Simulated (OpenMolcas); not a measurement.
Lines of S: computed and rescaled rates

| Item | Value |
| --- | --- |
| Program | OpenMolcas 26.06 |
| Method | SS-CASPT2, IPEA 0.25 Eh, imaginary shift 0.1 Eh (closed shells correlated: 2s 2p) |
| Basis | ANO-RCC-VQZP [6s5p3d2f1g] |
| Scalar Hamiltonian | DKH2, point nucleus |
| Active space | 6 electrons in 4 orbitals (3s 3p) |
| State averaging | 2S+1 = 3 even, 3 roots; 2S+1 = 1 even, 6 roots; 2S+1 = 3 odd, 3 roots (0 in the spin-orbit step) |
| Spin-orbit coupling | RASSI with atomic mean-field integrals over the reference wave functions, term energies averaged over their components |

Rates come from the transition moments of the reference wave functions (E1 and E2 in the length form). At fixed line strength A goes as λ^-3 for E1 and M1 and as λ^-5 for E2, so a rate at the computed wavelength can be rescaled to the measured one. Measured vacuum wavelengths follow from level energies in NIST Handbook of Basic Atomic Spectroscopic Data. Branching counts decays inside the model space alone, at computed energies, and the table is only a selection of the E2 and M1 lines, drawn from those between levels with measured partners whose computed energy lies within a factor of 1.5 of the measured one.

| Upper | Lower | Type | λ computed (nm) | λ measured (nm) | A computed (s-1) | A rescaled (s-1) | Branching % |
| --- | --- | --- | --- | --- | --- | --- | --- |
| 3s2 3p4 3P0 | 3s2 3p4 3P1 | M1 | 58620 | 56310 | 2.69e-04 | 3.03e-04 | 100.0 |
| 3s2 3p4 3P1 | 3s2 3p4 3P2 | M1 | 26820 | 25250 | 1.17e-03 | 1.40e-03 | 100.0 |
| 3s2 3p4 1D2 | 3s2 3p4 3P1 | M1 | 1132 | 1131 | 7.37e-03 |  | 22.6 |
| 3s2 3p4 1D2 | 3s2 3p4 3P2 | M1 | 1086 | 1082 | 2.50e-02 |  | 76.7 |
| 3s2 3p4 1D2 | 3s2 3p4 3P2 | E2 | 1086 | 1082 | 1.95e-04 |  | 0.6 |
| 3s2 3p4 1S0 | 3s2 3p4 1D2 | E2 | 799.6 | 772.7 | 1.42e+00 | 1.68e+00 | 82.1 |
| 3s2 3p4 1S0 | 3s2 3p4 3P1 | M1 | 468.7 | 459.1 | 3.03e-01 |  | 17.6 |

Spin-changing lines and M1 lines between different terms are not rescaled, since their strength hangs on the term gaps too.

The largest correction is for 3s2 3p4 3P1 → 3s2 3p4 3P2 (M1): 1.17e-03 × (26820 / 25250)^3 = 1.40e-03 s-1, a factor of 1.20.

The computed rate and branching of 3s2 3p4 3P1 → 3s2 3p4 3P2 give the upper level a radiative lifetime of 1.000 / 1.17e-03 s-1 = 8.55e+02 s, counting decays inside the model space alone. The rescaled rate gives about 7.1e+02 s.

No measured rate stands beside these. Rescaling mends the energy factor alone: line strengths can still be far off where a level mixes with configurations outside the active space, and weak or spin-changing lines hang on small mixing coefficients that depend on the term gaps too, so rescaling need not improve them.

Term energies are means over components that CASPT2 splits; among the terms shown or strongly mixed into the levels shown the widest spread is 130 cm-1 (3s2 3p4 1D). No level of 3s 3p5 was computed, though it lies in the active space. Computed and measured levels are paired by configuration, term and J; levels that our copy of the source lacks, or whose pairing is in doubt (as where it misses far off the trend of its configuration), stay unpaired. Only configurations of the active space appear.
